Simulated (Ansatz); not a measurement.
Ansatz (a first-principles code) input (PBE0/def2-TZVP):

Ansatz 0.2 input:
```yaml
crystal:
  periodic: [false, false, false]
  atoms:
    - {symbol: Si, position_ang: [0.09416289, -0.31026899, -0.10786826]}
    - {symbol: Br, position_ang: [-0.17958279, 1.44431611, -1.43027049]}
    - {symbol: Br, position_ang: [-0.32160580, 0.20711238, 2.00440686]}
    - {symbol: O, position_ang: [1.64177394, -0.75176853, -0.29597320]}
    - {symbol: C, position_ang: [2.30337146, -1.77340700, 0.44930816]}
    - {symbol: O, position_ang: [-0.96476534, -1.47899109, -0.47957368]}
    - {symbol: C, position_ang: [-1.14431388, -2.04571561, -1.77706603]}
    - {symbol: H, position_ang: [2.37670196, -1.49262132, 1.50147778]}
    - {symbol: H, position_ang: [1.77242235, -2.72443653, 0.36808399]}
    - {symbol: H, position_ang: [3.30343810, -1.88269676, 0.03436295]}
    - {symbol: H, position_ang: [-1.53006059, -1.29708238, -2.47134742]}
    - {symbol: H, position_ang: [-1.86562676, -2.85492622, -1.68144707]}
    - {symbol: H, position_ang: [-0.20396896, -2.44365514, -2.16482504]}
basis:
  gaussian:
    orbitals: def2-TZVP
hamiltonian:
  xc: {name: PBE0}
```

Output:

```
Functional definition: PBE0
integrals: 0.38 GiB planned
2020 factors; their error is unknown
0.35 GiB of the device are held for the grids
2.09 GiB of device memory are held for the factors and their scratch space
mean field: 2.09 GiB planned
mean field evaluation 1: about -154207.8339 eV, gradient 6.9e1 eV
mean field evaluation 2: about -154196.5382 eV, gradient 1.0e2 eV
mean field evaluation 4: about -154216.5165 eV, gradient 4.4e0 eV
mean field evaluation 8: about -154216.5517 eV, gradient 6.3e-2 eV
mean field evaluation 16: about -154217.4467 eV, gradient 7.5e-5 eV
mean field -154217.44666606 eV, -5667.3866326378 hartree, gradient 7.5e-5 eV, S^2 0.000000; 0 other end points of the search recorded, 0 dependent functions left out
reference -154217.44670140 eV, -5667.3866339366 hartree; 59, 59 occupied and 234, 234 virtual orbitals, 2020 factors
Total energy: -154217.44670140 eV, -5667.3866339366 hartree
```
